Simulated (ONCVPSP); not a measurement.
u(r) = r·R(r): atom against pseudo-atom (P (Z = 15))

Columns: radius, all-electron u(r) and pseudo u(r) of the 2s shell (level -175.59 eV) of phosphorus in the configuration [He] 2s2 2p6 3s1 3p4; PW91, scalar-relativistic, ONCV scheme, ONCVPSP 4.0.1.

| r (bohr) | all-electron | pseudo |
| --- | --- | --- |
| 0.059 | -0.6640 | 0.3068 |
| 0.118 | -0.2436 | 0.5965 |
| 0.177 | 0.3670 | 0.8534 |
| 0.236 | 0.8736 | 1.0640 |
| 0.295 | 1.2103 | 1.2200 |
| 0.354 | 1.3876 | 1.3165 |
| 0.413 | 1.4436 | 1.3550 |
| 0.472 | 1.4158 | 1.3410 |
| 0.531 | 1.3342 | 1.2834 |
| 0.590 | 1.2228 | 1.1939 |
| 0.649 | 1.0976 | 1.0844 |
| 0.708 | 0.9697 | 0.9657 |
| 0.767 | 0.8461 | 0.8460 |
| 0.826 | 0.7308 | 0.7314 |
| 0.885 | 0.6261 | 0.6260 |
| 0.944 | 0.5328 | 0.5320 |
| 1.003 | 0.4508 | 0.4497 |
| 1.062 | 0.3797 | 0.3787 |
| 1.121 | 0.3186 | 0.3177 |
| 1.180 | 0.2664 | 0.2657 |
| 1.239 | 0.2222 | 0.2216 |
| 1.298 | 0.1849 | 0.1844 |
| 1.357 | 0.1536 | 0.1531 |
| 1.416 | 0.1272 | 0.1269 |
| 1.475 | 0.1052 | 0.1049 |
| 1.534 | 0.0869 | 0.0866 |

Question: How many radial nodes do the two functions have?

Answer: The all-electron 2s function has n − l − 1 = 1; the pseudo-wave has 0, since the states of the same l below it are removed with the core.

Question: At about which radius was the pseudo-wave matched?

Answer: 1.18 bohr, where the columns begin to agree (steps of 0.06 bohr).

Question: Is the pseudo-wave norm-conserving?

Answer: Yes: the ONCV scheme keeps the norm inside the radius equal to the all-electron one, which fixes the energy derivative of the logarithmic derivative at the level.
